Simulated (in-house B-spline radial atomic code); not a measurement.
Checks on a self-consistent run for Ba²⁺, [Ar] (3d3/2)4 (3d5/2)5 4s2 4p6 4d10 5s2 5p6 (5g7/2)1. Method: Dirac-Hartree-Fock, average of the jj configuration, Fermi nucleus of rms radius 4.8378 fm. Calculated with an all-electron radial atomic-structure program (B-spline basis).

```tsv
orbital	q	ε (Eh)	<1/r>	<r²>	small-component weight
1s1/2	2	-1386.68377	60.6967	0.000888217	0.042801
2s1/2	2	-225.44057	14.279	0.0141055	0.0092723
2p1/2	2	-212.01030	14.2175	0.0104255	0.0092583
2p3/2	4	-197.84634	12.9887	0.0116753	0.0087481
3s1/2	2	-50.84897	5.17986	0.0953422	0.0028584
3p1/2	2	-45.24731	5.08538	0.0902522	0.0027924
3p3/2	4	-42.28820	4.77706	0.0976904	0.0026502
3d3/2	4	-32.70375	4.63369	0.0800903	0.0025215
3d5/2	5	-32.07289	4.52789	0.0842492	0.0024527
4s1/2	2	-11.63490	2.13063	0.493922	0.00086057
4p1/2	2	-9.45995	2.02931	0.529208	0.00079912
4p3/2	4	-8.83571	1.935	0.567805	0.0007586
4d3/2	4	-5.19151	1.7205	0.678763	0.00062146
4d5/2	6	-5.06694	1.71833	0.695696	0.00063289
5s1/2	2	-2.48458	0.832013	2.77796	0.00018487
5p1/2	2	-1.79078	0.749715	3.38145	0.0001547
5p3/2	4	-1.69111	0.718109	3.6334	0.00014468
5g7/2	1	-0.18018	0.12046	91.2327	4.83e-06
```

Electron-electron repulsion V_ee = 2869.4342 hartree.

Problem. What total energy follows from the eigenvalues?

Solution. The eigenvalues count the repulsion twice, so E = Σqε - V_ee = -5236.375 - 2869.434 = -8105.809 hartree; the run printed -8105.809.

Problem. Does the Dirac virial theorem hold?

Solution. For a point nucleus E = -2c²Σq·w, with w the small-component weight. Here Σq·w = 0.21581 and c = 137.0360, so the ratio E/(-2c²Σq·w) is 1.000075; the finite nucleus accounts for the departure from 1.

Problem. What diamagnetic shielding (Lamb formula) and susceptibility (Langevin formula) do the radii give?

Solution. σ = (α²/3)Σq<1/r> = 350.562/(3·137.036²) = 6222.6 ppm, and χ = -0.79199×10⁻⁶·Σq<r²> = -103.7×10⁻⁶ cm³/mol with Σq<r²> = 130.89 bohr². Both are non-relativistic formulas without the paramagnetism of open shells; for so heavy an element the full relativistic shielding is larger by tens of per cent.
